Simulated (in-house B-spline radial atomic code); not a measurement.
A fraction x of an electron is moved 3p → 3d in Sc3+, starting from [Ne] 3s2 3p6 and keeping the highest spin. Computed with a B-spline radial code for spherical atoms: scalar-relativistic (X2C) PBE0, spin-polarised, spherical fractional occupations, Fermi nucleus of rms radius 3.5459 fm.

Caution: exact exchange at fractional occupations of open shells leaves self-interaction of up to several eV.

```csv
x,E(x) - E(0) (eV),3p down level (eV),3d up level (eV)
0,0.0000,-67.183,-
0.125,4.5945,-67.010,-30.543
0.25,9.1168,-66.825,-30.935
0.375,?,?,?
0.5,17.9433,-66.416,-31.696
0.625,22.2464,-66.193,-32.065
0.75,?,?,?
0.875,30.6291,-65.712,-32.782
1,34.7075,-65.454,-33.131
```

Question: What belongs in the row x = 0.375?

Answer: An energy change of 13.5666 eV; 3p down at -66.626 eV, 3d up at -31.320 eV.

Question: What belongs in the row x = 0.75?

Answer: An energy change of 26.4752 eV; 3p down at -65.958 eV, 3d up at -32.426 eV.

Question: Check Janak's theorem between x = 0.125 and 0.25.

Answer: The slope of the energy is 36.18 eV; the orbital levels give 36.18 eV (ε of the receiving orbital less ε of the emptying one, averaged over the two points).
